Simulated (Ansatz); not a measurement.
Isolated molecules relaxed with PBE0-D4/def2-TZVP in Ansatz; ΔE leaves out vibrations. CCSD(T)/CBS adds triple-zeta CCSD(T) − MP2 to the extrapolated MP2 energy (def2 sets, frozen cores). For Zn outer-core shells are correlated without core-valence functions, which leaves a few kJ/mol of doubt a bond. Scalar relativity is left out up to krypton. One conformer a species, not always the lowest.

Consider the ligand exchange at the Si–C bond: `[SiH3]C[SiH2]Cl` + `[NH2][Zn][OH]` → `[NH2][Zn][O][SiH3]` + `C[SiH2]Cl`.

`[SiH3]C[SiH2]Cl`:

Z-matrix (Å, degrees):
```
Si
C 1 1.877
H 1 1.486 2 110.5
H 1 1.487 2 110.2 3 120.2
H 1 1.487 2 110.2 3 -120.2
Si 2 1.856 1 114.4 3 -179.9
H 2 1.095 1 108.8 3 -58.2
H 2 1.095 1 108.8 3 58.4
Cl 6 2.062 2 110.3 1 -179.8
H 6 1.483 2 111.0 1 -61.0
H 6 1.483 2 111.0 1 61.5
```

`[NH2][Zn][OH]`:

```xyz
6

N    -0.568   -1.101    0.735
Zn    0.323    0.141   -0.234
O     1.368    1.183   -1.213
H    -1.459   -1.400    0.362
H    -0.699   -0.891    1.715
H     1.034    2.068   -1.365
```

`[NH2][Zn][O][SiH3]`:

Cartesian coordinates in Å:
```
N 1.294 1.999 1.634
Zn 0.255 0.885 0.662
O -0.915 -0.084 -0.232
Si -1.057 -1.400 -1.167
H 1.764 1.578 2.424
H 1.985 2.519 1.109
H -0.073 -1.390 -2.291
H -0.830 -2.653 -0.390
H -2.425 -1.454 -1.749
```

`C[SiH2]Cl`:

Cartesian coordinates in Å:
```
C -0.650 0.611 0.474
Si 0.648 -0.444 -0.331
Cl -0.252 -1.823 -1.573
H -0.179 1.344 1.135
H -1.333 0.000 1.067
H -1.232 1.150 -0.277
H 1.433 -1.203 0.673
H 1.567 0.366 -1.168
```

```tsv
species	MP2/def2-SVP energy (Eh)
`[SiH3]C[SiH2]Cl`	-1079.49005
`[NH2][Zn][OH]`	-1909.19191
`[NH2][Zn][O][SiH3]`	-2199.34357
`C[SiH2]Cl`	-789.38559
```

Work out ΔE.

ΔE = (-2199.34357) + (-789.38559) − (-1079.49005) − (-1909.19191) = -0.04720 Eh = -123.9 kJ/mol. CCSD(T)/CBS gives -106.3 kJ/mol.

Largest T1 diagnostic among the species: 0.017.

The D4 term adds +4.8 kJ/mol with B3LYP and +2.7 kJ/mol with PBE0; it sums over pairs of atoms, weighted by their polarisabilities, and B3LYP, whose exchange is more repulsive, gets the larger term. At CCSD(T), def2-SVP lies −16.2 kJ/mol from the extrapolated value and def2-TZVPP −1.9 kJ/mol. From BLYP to BHLYP (50 % exact exchange), in def2-TZVPP and without D4, ΔE moves by −14.7 kJ/mol.

B3LYP here is the variant with VWN-RPA as its local correlation; programs differ in this.
